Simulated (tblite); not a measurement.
A geometry optimisation, step by step.

CH14GeOSi4.
Atom-mapped SMILES: `[SiH3:1][CH2:2][Ge@H:3]([O:4][SiH3:5])[SiH2:6][SiH3:7]` (hydrogens: H8, H9, H10 on Si1; H11, H12 on C2; H13 on Ge3; H14, H15, H16 on Si5; H17, H18 on Si6; H19, H20, H21 on Si7)

Computed with GFN2-xTB (tblite), gas phase: L-BFGS steps from a force-field or distance-geometry start until the largest atomic force falls under 0.01 eV/Å. 9 of its 121 geometries are shown.

Step 0: E = -605.0633 eV, largest atomic force 2.539 eV/Å
```
atom  x, y, z in Å  |  force x, y, z in eV/Å
Si1    -1.248    2.017   -0.058   -0.664   0.506   0.403
C2     -0.514    0.706   -1.156    0.071  -0.318  -0.775
Ge3    -0.045   -0.867   -0.075    0.732   0.324   0.405
O4     -1.476   -1.411    0.855   -1.149  -1.252  -1.886
Si5    -2.495   -2.239   -0.247    0.285   0.566   1.114
Si6     1.638   -0.316    1.389   -0.524  -0.516   1.062
Si7     3.230    0.799    0.280    0.753   0.444  -0.118
H8     -1.616    3.187   -0.877    0.029  -0.076   0.049
H9     -2.454    1.483    0.602    0.132   0.130  -0.089
H10    -0.282    2.430    0.964    0.071   0.026   0.004
H11     0.406    1.095   -1.630   -0.460  -0.301   0.004
H12    -1.242    0.413   -1.930    0.393   0.268   0.073
H13     0.468   -1.983   -1.002   -0.261  -0.178  -0.170
H14    -3.644   -2.792    0.463    0.200   0.165   0.235
H15    -1.770   -3.337   -0.892    0.044   0.056   0.021
H16    -2.991   -1.297   -1.261    0.089  -0.025   0.043
H17     1.106    0.548    2.459    0.060  -0.203   0.074
H18     2.203   -1.546    1.979   -0.089   0.126   0.112
H19     4.321    1.145    1.211   -0.064   0.034  -0.314
H20     2.656    2.025   -0.276    0.186   0.093  -0.117
H21     3.741   -0.043   -0.799    0.166   0.130  -0.130
```

Step 15: E = -605.5959 eV, largest atomic force 0.181 eV/Å
```
atom  x, y, z in Å  |  force x, y, z in eV/Å
Si1    -1.296    2.044   -0.074   -0.059   0.050   0.025
C2     -0.519    0.718   -1.175    0.012  -0.048  -0.024
Ge3     0.051   -0.853   -0.093    0.119   0.076  -0.005
O4     -1.462   -1.534    0.588    0.066   0.018  -0.018
Si5    -2.576   -2.296   -0.304   -0.045   0.024   0.108
Si6     1.674   -0.337    1.541   -0.025  -0.047   0.071
Si7     3.289    0.821    0.330    0.131   0.084  -0.052
H8     -1.651    3.219   -0.878    0.000  -0.010  -0.035
H9     -2.491    1.550    0.609   -0.003  -0.016  -0.021
H10    -0.296    2.443    0.928    0.038   0.026   0.029
H11     0.356    1.118   -1.687    0.017   0.011   0.006
H12    -1.220    0.403   -1.946   -0.038  -0.009  -0.003
H13     0.424   -1.982   -1.087    0.101   0.039  -0.041
H14    -3.562   -2.687    0.682   -0.100  -0.045   0.144
H15    -1.953   -3.427   -0.982    0.002  -0.150  -0.077
H16    -3.126   -1.393   -1.311   -0.097   0.075  -0.103
H17     1.107    0.430    2.666   -0.009   0.013  -0.108
H18     2.186   -1.554    2.197    0.017   0.016  -0.087
H19     4.463    1.236    1.103   -0.050  -0.031   0.024
H20     2.776    2.047   -0.300   -0.045  -0.019   0.090
H21     3.816    0.050   -0.807   -0.032  -0.057   0.075
```

Step 30: E = -605.6593 eV, largest atomic force 0.097 eV/Å
```
atom  x, y, z in Å  |  force x, y, z in eV/Å
Si1    -1.306    2.062   -0.092   -0.004   0.016   0.000
C2     -0.510    0.741   -1.190   -0.033   0.034  -0.060
Ge3     0.133   -0.834   -0.163   -0.059   0.010  -0.076
O4     -1.370   -1.617    0.416    0.022  -0.024  -0.013
Si5    -2.642   -2.336   -0.281    0.021   0.011   0.056
Si6     1.683   -0.359    1.541    0.077   0.049  -0.005
Si7     3.333    0.825    0.408    0.023   0.022  -0.019
H8     -1.666    3.214   -0.928   -0.012  -0.009   0.003
H9     -2.502    1.554    0.582    0.025  -0.005  -0.017
H10    -0.319    2.497    0.910    0.000  -0.001   0.003
H11     0.327    1.169   -1.742    0.054   0.008   0.035
H12    -1.230    0.406   -1.934   -0.045  -0.031  -0.021
H13     0.644   -1.860   -1.206   -0.006  -0.017  -0.035
H14    -3.501   -2.618    0.865    0.000   0.000   0.018
H15    -2.199   -3.550   -0.975   -0.015   0.009   0.003
H16    -3.308   -1.452   -1.250    0.048  -0.003   0.043
H17     1.070    0.429    2.618   -0.025  -0.041   0.030
H18     2.227   -1.576    2.160   -0.056  -0.018   0.026
H19     4.519    1.247    1.158   -0.048  -0.044   0.050
H20     2.778    2.050   -0.179    0.010   0.017  -0.007
H21     3.831    0.025   -0.717    0.023   0.017  -0.014
```

Step 45: E = -605.6964 eV, largest atomic force 0.121 eV/Å
```
atom  x, y, z in Å  |  force x, y, z in eV/Å
Si1    -1.325    2.069   -0.142    0.027  -0.020  -0.015
C2     -0.524    0.778   -1.270   -0.023  -0.046  -0.032
Ge3     0.176   -0.819   -0.301   -0.002  -0.011  -0.020
O4     -1.214   -1.764    0.304   -0.045   0.058  -0.056
Si5    -2.644   -2.363   -0.164    0.083   0.027   0.006
Si6     1.656   -0.378    1.473   -0.034  -0.033  -0.018
Si7     3.361    0.835    0.466   -0.048  -0.051   0.099
H8     -1.717    3.222   -0.960   -0.038   0.017  -0.012
H9     -2.492    1.514    0.540   -0.009   0.000   0.001
H10    -0.335    2.521    0.846    0.021  -0.009   0.025
H11     0.313    1.218   -1.815   -0.006   0.005   0.051
H12    -1.245    0.455   -2.020   -0.037  -0.039  -0.024
H13     0.753   -1.752   -1.403   -0.051  -0.020  -0.006
H14    -3.365   -2.554    1.093    0.026   0.025  -0.001
H15    -2.424   -3.628   -0.873    0.003   0.028   0.008
H16    -3.337   -1.420   -1.053    0.001  -0.017   0.031
H17     0.977    0.343    2.558   -0.021   0.039  -0.015
H18     2.107   -1.625    2.103    0.038  -0.031  -0.016
H19     4.455    1.151    1.375    0.088   0.039   0.047
H20     2.876    2.099   -0.088   -0.024   0.089  -0.002
H21     3.939    0.114   -0.669    0.051  -0.052  -0.051
```

Step 60: E = -605.7317 eV, largest atomic force 0.115 eV/Å
```
atom  x, y, z in Å  |  force x, y, z in eV/Å
Si1    -1.379    2.018   -0.234    0.032  -0.034   0.007
C2     -0.583    0.784   -1.435    0.011   0.034   0.005
Ge3     0.239   -0.824   -0.577    0.035   0.077   0.014
O4     -1.063   -1.817    0.103   -0.114  -0.004  -0.012
Si5    -2.598   -2.307    0.028    0.010   0.018   0.065
Si6     1.624   -0.436    1.300   -0.034  -0.020  -0.073
Si7     3.452    0.847    0.677   -0.020  -0.023  -0.020
H8     -1.859    3.187   -0.989    0.021  -0.064   0.012
H9     -2.497    1.434    0.510    0.019  -0.028  -0.034
H10    -0.344    2.463    0.716   -0.021   0.002  -0.025
H11     0.235    1.284   -1.956   -0.041   0.013  -0.048
H12    -1.300    0.471   -2.195    0.014  -0.007   0.046
H13     0.719   -1.726   -1.750   -0.001   0.020   0.042
H14    -3.010   -2.393    1.431    0.005   0.008  -0.048
H15    -2.629   -3.612   -0.637    0.002   0.018  -0.007
H16    -3.426   -1.342   -0.709    0.021  -0.020   0.011
H17     0.790    0.241    2.303   -0.007   0.003   0.043
H18     1.990   -1.722    1.907    0.026  -0.028   0.018
H19     4.438    1.058    1.738   -0.016  -0.021  -0.012
H20     3.037    2.179    0.224    0.021   0.018  -0.005
H21     4.155    0.228   -0.454    0.038   0.038   0.021
```

Step 75: E = -605.7458 eV, largest atomic force 0.046 eV/Å
```
atom  x, y, z in Å  |  force x, y, z in eV/Å
Si1    -1.381    1.984   -0.258   -0.007  -0.005  -0.004
C2     -0.590    0.794   -1.499   -0.009  -0.004  -0.009
Ge3     0.253   -0.797   -0.639   -0.007   0.005   0.000
O4     -1.077   -1.751    0.052    0.044   0.006  -0.013
Si5    -2.601   -2.266    0.082   -0.013   0.027  -0.022
Si6     1.625   -0.454    1.251   -0.018  -0.005  -0.013
Si7     3.474    0.847    0.726    0.015   0.011   0.008
H8     -1.902    3.138   -1.002   -0.009   0.001   0.024
H9     -2.466    1.335    0.478   -0.007   0.004   0.002
H10    -0.353    2.445    0.689    0.002   0.007  -0.019
H11     0.173    1.318   -2.075    0.026  -0.020   0.002
H12    -1.342    0.452   -2.209   -0.010  -0.019  -0.009
H13     0.721   -1.727   -1.797   -0.011   0.015   0.033
H14    -2.930   -2.339    1.504   -0.012  -0.004   0.030
H15    -2.657   -3.575   -0.571    0.005  -0.009  -0.005
H16    -3.484   -1.322   -0.613   -0.002   0.005  -0.007
H17     0.771    0.189    2.265    0.034  -0.014   0.003
H18     1.996   -1.753    1.836    0.003   0.006  -0.017
H19     4.401    0.998    1.849   -0.014   0.000   0.001
H20     3.096    2.205    0.315    0.005  -0.010   0.004
H21     4.264    0.297   -0.382   -0.016   0.002   0.008
```

Step 90: E = -605.7493 eV, largest atomic force 0.039 eV/Å
```
atom  x, y, z in Å  |  force x, y, z in eV/Å
Si1    -1.395    1.971   -0.279   -0.004  -0.003   0.004
C2     -0.608    0.789   -1.531    0.003  -0.011   0.003
Ge3     0.247   -0.784   -0.650   -0.011  -0.007  -0.011
O4     -1.076   -1.732    0.060    0.011   0.007  -0.002
Si5    -2.602   -2.241    0.098    0.021  -0.009  -0.031
Si6     1.635   -0.460    1.229   -0.015   0.003   0.022
Si7     3.485    0.853    0.752   -0.001   0.036  -0.016
H8     -1.950    3.130   -0.987   -0.004   0.001  -0.022
H9     -2.457    1.308    0.475   -0.002  -0.001   0.010
H10    -0.346    2.435    0.642    0.005   0.011   0.005
H11     0.154    1.308   -2.112   -0.005   0.000   0.001
H12    -1.359    0.430   -2.234   -0.003   0.003   0.001
H13     0.712   -1.733   -1.790   -0.002   0.007   0.007
H14    -2.920   -2.312    1.523   -0.018  -0.003   0.025
H15    -2.656   -3.551   -0.555   -0.011   0.009   0.008
H16    -3.490   -1.298   -0.593    0.002   0.006  -0.006
H17     0.804    0.157    2.277    0.008  -0.020  -0.009
H18     2.013   -1.776    1.768    0.007  -0.002  -0.003
H19     4.383    0.984    1.899    0.012   0.000   0.014
H20     3.123    2.220    0.355    0.000  -0.024   0.005
H21     4.293    0.318   -0.348    0.006  -0.002  -0.006
```

Step 105: E = -605.7522 eV, largest atomic force 0.043 eV/Å
```
atom  x, y, z in Å  |  force x, y, z in eV/Å
Si1    -1.409    1.975   -0.285   -0.006   0.008   0.008
C2     -0.625    0.769   -1.516   -0.004   0.017  -0.004
Ge3     0.240   -0.784   -0.618    0.033  -0.023   0.015
O4     -1.082   -1.712    0.124    0.015  -0.008  -0.010
Si5    -2.611   -2.217    0.076    0.011   0.021   0.026
Si6     1.665   -0.477    1.235    0.008  -0.015   0.022
Si7     3.497    0.866    0.757   -0.016  -0.015  -0.004
H8     -1.996    3.095   -1.031    0.004  -0.002   0.002
H9     -2.445    1.326    0.517   -0.006  -0.009  -0.003
H10    -0.355    2.486    0.608    0.000   0.001  -0.022
H11     0.130    1.282   -2.112    0.011   0.001  -0.003
H12    -1.376    0.392   -2.209   -0.016   0.012   0.008
H13     0.702   -1.746   -1.748   -0.018  -0.007  -0.003
H14    -2.995   -2.292    1.487   -0.009   0.002  -0.020
H15    -2.649   -3.523   -0.583   -0.002  -0.005  -0.008
H16    -3.452   -1.261   -0.656   -0.009  -0.007   0.001
H17     0.847    0.075    2.327    0.007   0.006  -0.005
H18     2.089   -1.803    1.715    0.000   0.004  -0.002
H19     4.398    1.010    1.900   -0.006   0.002  -0.003
H20     3.114    2.224    0.354   -0.002   0.010   0.001
H21     4.306    0.334   -0.345    0.006   0.007   0.002
```

Step 120: E = -605.7533 eV, largest atomic force 0.009 eV/Å
```
atom  x, y, z in Å  |  force x, y, z in eV/Å
Si1    -1.413    1.977   -0.285    0.000   0.001   0.000
C2     -0.627    0.760   -1.505   -0.001   0.005   0.002
Ge3     0.243   -0.792   -0.606   -0.006   0.000   0.001
O4     -1.081   -1.704    0.158   -0.001   0.002  -0.003
Si5    -2.610   -2.202    0.068    0.005   0.001   0.000
Si6     1.684   -0.495    1.238   -0.003   0.005   0.002
Si7     3.496    0.871    0.756   -0.003   0.006  -0.006
H8     -2.018    3.079   -1.044    0.003  -0.003   0.002
H9     -2.439    1.326    0.529    0.008   0.001   0.005
H10    -0.354    2.515    0.584   -0.002  -0.003  -0.001
H11     0.122    1.270   -2.111    0.002  -0.007  -0.003
H12    -1.387    0.378   -2.188    0.006   0.002  -0.003
H13     0.671   -1.766   -1.738    0.001  -0.001  -0.001
H14    -3.032   -2.276    1.466   -0.004  -0.004   0.004
H15    -2.636   -3.505   -0.599   -0.004   0.000   0.002
H16    -3.434   -1.245   -0.681   -0.001   0.001  -0.003
H17     0.873    0.045    2.341    0.000   0.002  -0.004
H18     2.122   -1.821    1.703    0.002  -0.009   0.000
H19     4.394    1.023    1.902    0.001   0.003   0.001
H20     3.102    2.226    0.355   -0.005  -0.004   0.003
H21     4.315    0.351   -0.345    0.003   0.003   0.000
```

Q: Summarise the path.

A: The energy falls by 0.6899 eV from step 0 to step 120; nine tenths of that is first reached at step 40. It falls at every step. The largest force goes from 2.539 to 0.009 eV/Å. Among the bonds O4–Si5 changes most, from 1.714 to 1.611 Å; the atoms move by 0.639 Å rms after alignment.

Q: Follow the three bonds and two angles with the largest change from start to end.

A: 
```json
{"step": "0", "E above end (eV)": "0.6899", "largest force (eV/Å)": "2.539", "O4–Si5 (Å)": "1.714", "Si6–Si7 (Å)": "2.238", "Ge3–Si6 (Å)": "2.298", "Ge3–O4–Si5 (°)": "106.7", "C2–Ge3–Si6 (°)": "109.5"}
{"step": "5", "E above end (eV)": "0.3151", "largest force (eV/Å)": "0.508", "O4–Si5 (Å)": "1.627", "Si6–Si7 (Å)": "2.311", "Ge3–Si6 (Å)": "2.314", "Ge3–O4–Si5 (°)": "117.5", "C2–Ge3–Si6 (°)": "113.2"}
{"step": "10", "E above end (eV)": "0.2054", "largest force (eV/Å)": "0.447", "O4–Si5 (Å)": "1.616", "Si6–Si7 (Å)": "2.332", "Ge3–Si6 (Å)": "2.350", "Ge3–O4–Si5 (°)": "121.3", "C2–Ge3–Si6 (°)": "113.8"}
{"step": "16", "E above end (eV)": "0.1513", "largest force (eV/Å)": "0.251", "O4–Si5 (Å)": "1.615", "Si6–Si7 (Å)": "2.327", "Ge3–Si6 (Å)": "2.363", "Ge3–O4–Si5 (°)": "124.4", "C2–Ge3–Si6 (°)": "113.6"}
{"step": "21", "E above end (eV)": "0.1244", "largest force (eV/Å)": "0.242", "O4–Si5 (Å)": "1.623", "Si6–Si7 (Å)": "2.329", "Ge3–Si6 (Å)": "2.353", "Ge3–O4–Si5 (°)": "128.2", "C2–Ge3–Si6 (°)": "115.0"}
{"step": "26", "E above end (eV)": "0.1042", "largest force (eV/Å)": "0.147", "O4–Si5 (Å)": "1.616", "Si6–Si7 (Å)": "2.328", "Ge3–Si6 (Å)": "2.373", "Ge3–O4–Si5 (°)": "134.2", "C2–Ge3–Si6 (°)": "115.0"}
{"step": "31", "E above end (eV)": "0.0924", "largest force (eV/Å)": "0.126", "O4–Si5 (Å)": "1.619", "Si6–Si7 (Å)": "2.320", "Ge3–Si6 (Å)": "2.354", "Ge3–O4–Si5 (°)": "135.5", "C2–Ge3–Si6 (°)": "115.3"}
{"step": "37", "E above end (eV)": "0.0753", "largest force (eV/Å)": "0.144", "O4–Si5 (Å)": "1.617", "Si6–Si7 (Å)": "2.333", "Ge3–Si6 (Å)": "2.362", "Ge3–O4–Si5 (°)": "140.8", "C2–Ge3–Si6 (°)": "116.1"}
{"step": "42", "E above end (eV)": "0.0653", "largest force (eV/Å)": "0.098", "O4–Si5 (Å)": "1.616", "Si6–Si7 (Å)": "2.320", "Ge3–Si6 (Å)": "2.357", "Ge3–O4–Si5 (°)": "141.3", "C2–Ge3–Si6 (°)": "115.7"}
{"step": "47", "E above end (eV)": "0.0529", "largest force (eV/Å)": "0.146", "O4–Si5 (Å)": "1.616", "Si6–Si7 (Å)": "2.321", "Ge3–Si6 (Å)": "2.344", "Ge3–O4–Si5 (°)": "142.0", "C2–Ge3–Si6 (°)": "116.2"}
{"step": "52", "E above end (eV)": "0.0424", "largest force (eV/Å)": "0.119", "O4–Si5 (Å)": "1.614", "Si6–Si7 (Å)": "2.329", "Ge3–Si6 (Å)": "2.353", "Ge3–O4–Si5 (°)": "144.6", "C2–Ge3–Si6 (°)": "116.7"}
{"step": "57", "E above end (eV)": "0.0301", "largest force (eV/Å)": "0.151", "O4–Si5 (Å)": "1.613", "Si6–Si7 (Å)": "2.310", "Ge3–Si6 (Å)": "2.348", "Ge3–O4–Si5 (°)": "146.4", "C2–Ge3–Si6 (°)": "117.2"}
{"step": "63", "E above end (eV)": "0.0186", "largest force (eV/Å)": "0.070", "O4–Si5 (Å)": "1.611", "Si6–Si7 (Å)": "2.323", "Ge3–Si6 (Å)": "2.356", "Ge3–O4–Si5 (°)": "148.3", "C2–Ge3–Si6 (°)": "116.8"}
{"step": "68", "E above end (eV)": "0.0118", "largest force (eV/Å)": "0.063", "O4–Si5 (Å)": "1.610", "Si6–Si7 (Å)": "2.317", "Ge3–Si6 (Å)": "2.356", "Ge3–O4–Si5 (°)": "151.2", "C2–Ge3–Si6 (°)": "117.7"}
{"step": "73", "E above end (eV)": "0.0084", "largest force (eV/Å)": "0.062", "O4–Si5 (Å)": "1.609", "Si6–Si7 (Å)": "2.322", "Ge3–Si6 (Å)": "2.357", "Ge3–O4–Si5 (°)": "152.0", "C2–Ge3–Si6 (°)": "118.2"}
{"step": "78", "E above end (eV)": "0.0064", "largest force (eV/Å)": "0.043", "O4–Si5 (Å)": "1.609", "Si6–Si7 (Å)": "2.319", "Ge3–Si6 (Å)": "2.360", "Ge3–O4–Si5 (°)": "152.5", "C2–Ge3–Si6 (°)": "118.6"}
{"step": "83", "E above end (eV)": "0.0053", "largest force (eV/Å)": "0.039", "O4–Si5 (Å)": "1.610", "Si6–Si7 (Å)": "2.320", "Ge3–Si6 (Å)": "2.356", "Ge3–O4–Si5 (°)": "152.4", "C2–Ge3–Si6 (°)": "119.1"}
{"step": "89", "E above end (eV)": "0.0042", "largest force (eV/Å)": "0.030", "O4–Si5 (Å)": "1.609", "Si6–Si7 (Å)": "2.318", "Ge3–Si6 (Å)": "2.359", "Ge3–O4–Si5 (°)": "152.4", "C2–Ge3–Si6 (°)": "119.6"}
{"step": "94", "E above end (eV)": "0.0034", "largest force (eV/Å)": "0.022", "O4–Si5 (Å)": "1.610", "Si6–Si7 (Å)": "2.320", "Ge3–Si6 (Å)": "2.359", "Ge3–O4–Si5 (°)": "151.8", "C2–Ge3–Si6 (°)": "119.9"}
{"step": "99", "E above end (eV)": "0.0025", "largest force (eV/Å)": "0.018", "O4–Si5 (Å)": "1.610", "Si6–Si7 (Å)": "2.320", "Ge3–Si6 (Å)": "2.361", "Ge3–O4–Si5 (°)": "151.0", "C2–Ge3–Si6 (°)": "120.6"}
{"step": "104", "E above end (eV)": "0.0014", "largest force (eV/Å)": "0.064", "O4–Si5 (Å)": "1.610", "Si6–Si7 (Å)": "2.321", "Ge3–Si6 (Å)": "2.358", "Ge3–O4–Si5 (°)": "149.6", "C2–Ge3–Si6 (°)": "120.9"}
{"step": "110", "E above end (eV)": "0.0004", "largest force (eV/Å)": "0.027", "O4–Si5 (Å)": "1.611", "Si6–Si7 (Å)": "2.320", "Ge3–Si6 (Å)": "2.358", "Ge3–O4–Si5 (°)": "148.0", "C2–Ge3–Si6 (°)": "121.4"}
{"step": "115", "E above end (eV)": "0.0001", "largest force (eV/Å)": "0.015", "O4–Si5 (Å)": "1.610", "Si6–Si7 (Å)": "2.321", "Ge3–Si6 (Å)": "2.358", "Ge3–O4–Si5 (°)": "147.5", "C2–Ge3–Si6 (°)": "121.4"}
{"step": "120", "E above end (eV)": "0.0000", "largest force (eV/Å)": "0.009", "O4–Si5 (Å)": "1.611", "Si6–Si7 (Å)": "2.320", "Ge3–Si6 (Å)": "2.359", "Ge3–O4–Si5 (°)": "147.2", "C2–Ge3–Si6 (°)": "121.4"}
```

What follows is the cost of the whole relaxation. The run took 1.6 s of wall time on Arm Neoverse V1, one thread, no GPU, on a shared host.
